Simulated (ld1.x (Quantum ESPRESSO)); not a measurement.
boron: one change to an RRKJ potential, before and after

| Item | Value |
| --- | --- |
| Element | boron |
| Generator | ld1.x (Quantum ESPRESSO) 7.5 |
| Type | norm-conserving RRKJ (Kleinman–Bylander form) |
| Functional | PBE |
| Relativity | scalar-relativistic |
| Frozen core | [He] |
| Valence charge | 3 |
| Reference configuration | 2s2 2p0 (charge +1) |
| Partial waves | 2p (bound, empty): rc 2.40 bohr; 2s (bound): rc 1.35 bohr |
| Local potential | the s channel |
| Core correction | a·sin(br)/r model core inside 1.10 bohr |

Change: wave 2p (bound): rc 2.40 bohr becomes 2p (bound): rc 3.62 bohr.

Cutoffs: the cutoffs (Ry, on a coarse ladder) from which the occupation-weighted sum of valence levels, in a spherical-Bessel basis at the reference potential, stays within 10 and 1 mRy of its value at 400 Ry; they do not see the model core or the augmentation charge, which bear on the density cutoff. Errors are all-electron minus pseudo energies relative to the spin-unpolarised reference configuration.

Problem. How do hardness, ghosts and transferability respond?

Solution. The potential gets neither clearly harder nor softer (21 Ry and 55 Ry → 21 Ry and 55 Ry); of the 7 tests that both files solve, the error grows in 6 and shrinks in 0 by more than 15 % and 0.3 meV (median size 43.4 → 264.1 meV); neither file shows a bound ghost. More of the atom is replaced by a form fitted at one configuration, so other configurations suffer.

```tsv
quantity	base	changed
cutoff, loose	21 Ry	21 Ry
cutoff, tight	55 Ry	55 Ry
bound ghosts	none	none
error for 2s2 2p1, meV [ΔE -8.22 eV]	+43	+264
error for 2s1 2p0, meV [ΔE 25.42 eV]	+18	+18
error for 2s2 2p0.5, meV [ΔE -5.33 eV]	+18	+95
error for 2s2 2p1.3, meV [ΔE -8.96 eV]	+52	+344
error for 2s1 2p2, meV [ΔE -2.37 eV]	+76	+467
error for 2s0 2p3, meV [ΔE 3.50 eV]	+105	+613
error for 2s1 2p1, meV [ΔE 6.14 eV]	-0.4	-24
```
